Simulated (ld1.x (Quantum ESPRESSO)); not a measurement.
**Before and after: RRKJ potential for Ga**

```json
{
 "Element": "gallium (Ga)",
 "Generator": "ld1.x (Quantum ESPRESSO) 7.5",
 "Type": "norm-conserving RRKJ (Kleinman–Bylander form)",
 "Functional": "BLYP",
 "Relativity": "scalar-relativistic",
 "Frozen core": "[Ar] 3d10",
 "Valence charge": "3",
 "Reference configuration": "4s2 4p0.5 (charge +0.5)",
 "Partial waves": "4s (bound): rc 1.75 bohr; 4p (bound): rc 2.60 bohr; 4d channel at 0.25 Ry: rc 2.55 bohr",
 "Local potential": "all-electron potential smoothed inside 1.50 bohr (lloc = -1)",
 "Core correction": "none",
 "rho0": "0.01"
}
```

Change: all radii scaled by about 1.26 (s 2.20, p 3.26, d 3.20 bohr); local potential all-electron potential smoothed inside 1.88 bohr (lloc = -1).

Cutoffs: the cutoffs (Ry, on a coarse ladder) from which the occupation-weighted sum of valence levels, in a spherical-Bessel basis at the reference potential, stays within 10 and 1 mRy of its value at 400 Ry; they do not see the model core or the augmentation charge, which bear on the density cutoff. Errors are all-electron minus pseudo energies relative to the spin-unpolarised reference configuration.

Q: How do hardness, ghosts and transferability respond?

A: The potential gets softer (35 Ry and 50 Ry → 15 Ry and 35 Ry); the errors of the 7 common tests hardly move; neither file shows a bound ghost. A larger radius leaves more room for a smooth pseudo-wave, so fewer plane waves are needed.

| quantity | base | changed |
| --- | --- | --- |
| cutoff, loose | 35 Ry | 15 Ry |
| cutoff, tight | 50 Ry | 35 Ry |
| loose cutoff by channel (10 mRy a level) | s 15 Ry, p 6 Ry | s 10 Ry, p 6 Ry |
| bound ghosts | none | none |
| error for 4s2 4p1, meV [ΔE -2.01 eV] | +5.6 | +5.1 |
| error for 4s2 4p0, meV [ΔE 3.66 eV] | +10 | +8.8 |
| error for 4s1 4p0, meV [ΔE 24.90 eV] | +176 | +160 |
| error for 4s0 4p3, meV [ΔE 11.50 eV] | +170 | +145 |
| error for 4s2 4p1.3, meV [ΔE -2.52 eV] | +11 | +9.9 |
| error for 4s1 4p1, meV [ΔE 11.05 eV] | +29 | +28 |
| error for 4s1 4p2, meV [ΔE 4.58 eV] | +40 | +35 |
